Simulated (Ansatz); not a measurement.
Reaction (substitution at a C–Si bond): `O[Si](O)(F)CF` + `CB(O)O` → `CB(O)OCF` + `O[SiH](O)F`

Gas-phase electronic energies from Ansatz, PBE0-D4/def2-TZVP geometries. CBS: MP2 limit from def2 TZ/QZ plus the TZ coupled-cluster correction, frozen cores. This one scheme is used for every species. DFT in def2-TZVPP. Each species was taken in one conformer, which may not be the lowest.

```json
{"level": "PBE-D4", "ΔE (kJ/mol)": "25.3"}
{"level": "r2SCAN-D4", "ΔE (kJ/mol)": "22.9"}
{"level": "ωB97X-V", "ΔE (kJ/mol)": "19.6"}
{"level": "B2PLYP", "ΔE (kJ/mol)": "21.6"}
{"level": "r2SCAN", "ΔE (kJ/mol)": "22.9"}
{"level": "MP2/def2-TZVPP", "ΔE (kJ/mol)": "22.0"}
{"level": "CCSD(T)/def2-TZVPP", "ΔE (kJ/mol)": "20.3"}
{"level": "HF/def2-QZVPP", "ΔE (kJ/mol)": "12.1"}
```

(1) What does CCSD(T)/CBS give? (Best estimate.)

Largest T1 diagnostic among the species: 0.012.

## Answers

(1) Computed: +24.7 kJ/mol. The listed levels differ from it by 0.6, -1.8, -5.1, -3.1, -1.8, -2.7, -4.4, -12.6 kJ/mol.

In def2-TZVPP, CCSD(T) changes the Hartree–Fock value by +8.1 kJ/mol (the triples alone add −0.3 kJ/mol) and MP2 by +9.8 kJ/mol.
